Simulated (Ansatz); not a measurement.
Geometry optimisation, RKS PBE/def2-SVP in Ansatz 0.2.0.

Input file:

```yaml
crystal:
  periodic: [false, false, false]
  atoms:
    - { symbol: Ge, position_ang: [0.200696, 4.0e-06, -0.07172] }
    - { symbol: H, position_ang: [0.204412, 1.5e-05, 1.48182] }
    - { symbol: H, position_ang: [1.690011, 1.0e-06, -0.508015] }
    - { symbol: H, position_ang: [-0.487862, 1.277861, -0.592962] }
    - { symbol: H, position_ang: [-0.487857, -1.277866, -0.592939] }
    - { symbol: F, position_ang: [-2.375848, 4.9e-05, 1.229577] }
    - { symbol: H, position_ang: [-1.629851, -6.4e-05, 1.787339] }
basis:
  gaussian: { orbitals: def2-SVP }
hamiltonian:
  xc: pbe
relax:
  f_tol: 0.03
  max_steps: 50
output:
  orbitals: {}
```

Run as:

```bash
$ ansatz run input.yaml --threads 1 --pin off --max-ram 2048MiB --backend cpu --events-out ev --progress --plain --runs-dir out
```

Question: Where does it end, and by what steps?

Answer: The run converged. After 7 steps the energy has fallen by 0.022 eV; F6 moved furthest, 0.20 Å.

| step | energy less start (eV) | largest force component (eV/Å) | accepted |
| --- | --- | --- | --- |
| 0 | 0.0000 | 0.454 | yes |
| 1 | -0.0087 | 0.880 | yes |
| 2 | 0.0502 | 1.591 | no |
| 3 | -0.0126 | 0.764 | yes |
| 4 | -0.0152 | 0.427 | yes |
| 5 | -0.0221 | 0.039 | yes |
| 6 | -0.0221 | 0.033 | yes |
| 7 | -0.0222 | 0.007 | yes |

```xyz
7
Properties=species:S:1:pos:R:3
Ge 0.237 0.000 -0.111
H 0.151 0.000 1.448
H 1.741 0.000 -0.479
H -0.446 1.273 -0.653
H -0.446 -1.273 -0.653
F -2.486 0.000 1.392
H -1.636 0.000 1.789
```

Whether the end is a true minimum wasn't checked by a vibrational analysis.

Time of the run: 13 s on 1 thread of Arm Neoverse V1 (shared host), peak memory 0.12 GiB.
